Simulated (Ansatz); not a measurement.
What each rung costs, and what it gives

The pair of C2H2 (SMILES C#C, atoms 1–4) and GeH4 (SMILES [GeH4], atoms 5–9), both closed shells, in one local arrangement (a lower one may exist), relaxed at PBE0-D4/def2-TZVP:

```xyz
9
angstrom
C 0.2086 0.5706 -2.0951
C -0.0789 -0.5915 -2.0999
H 0.4646 1.6041 -2.0892
H -0.3346 -1.6252 -2.1040
Ge -0.0529 0.0081 1.6725
H 0.7970 1.1847 1.1760
H 0.5566 -1.3113 1.1826
H -1.4870 0.1456 1.1477
H -0.0733 0.0150 3.2095
```

Interaction energies are counterpoise-corrected; the time is that of the whole pair.

Ansatz 0.2.0; basis: as named in each row; cores frozen in the correlated methods. Filled d shells of the heavier atoms are correlated. The def2 sets are not built for correlating such inner shells, so the correlated values are less sure here. B3LYP uses VWN-RPA correlation. Extrapolation: Hartree–Fock as exp(−7.88 √X), correlation as X^−2.97.

Times are rough, for one single point on 4 threads of a shared host (Arm Neoverse V1).

The estimate by CCSD(T) at an estimated basis limit (MP2 extrapolated from triple and quadruple zeta, plus CCSD(T) − MP2 in triple zeta) is -1.11 kcal/mol.

```
   method        basis  time (s)  interaction energy (kcal/mol)  method less estimate
       HF       STO-3G   under 1                           0.67                  1.78
    SPW92     def2-SVP   under 1                          -1.63                 -0.51
   PBE-D4       STO-3G   under 1                          -0.56                  0.55
   PBE-D4     def2-SVP   under 1                          -1.31                 -0.20
 B3LYP-D4        6-31G   under 1                          -0.90                  0.22
  PBE0-D4     def2-SVP   under 1                          -1.30                 -0.19
   PBE-D4  def2-TZVPPD         2                          -1.33                 -0.22
revPBE-D4  def2-TZVPPD         2                          -1.13                 -0.02
  BLYP-D4  def2-TZVPPD         2                          -1.00                  0.11
 HSE06-D4  def2-TZVPPD         2                          -1.27                 -0.16
  PBE0-D4  def2-TZVPPD         2                          -1.27                 -0.16
 B3LYP-D4  def2-TZVPPD         2                          -1.14                 -0.03
  CCSD(T)     def2-SVP         3                          -0.27                  0.84
  wB97M-V     def2-SVP         3                          -1.19                 -0.08
r2SCAN-D4  def2-TZVPPD         3                          -1.09                  0.02
   B2PLYP  def2-TZVPPD         6                          -0.17                  0.94
  wB97X-V  def2-TZVPPD         6                          -1.19                 -0.08
   B97M-V  def2-TZVPPD         8                          -1.24                 -0.13
  wB97M-V  def2-TZVPPD         8                          -1.19                 -0.08
      MP2  def2-QZVPPD        15                          -1.17                 -0.06
  CCSD(T)  def2-TZVPPD        94                          -0.89                  0.22
```

The T1 diagnostic stays at or below 0.014.
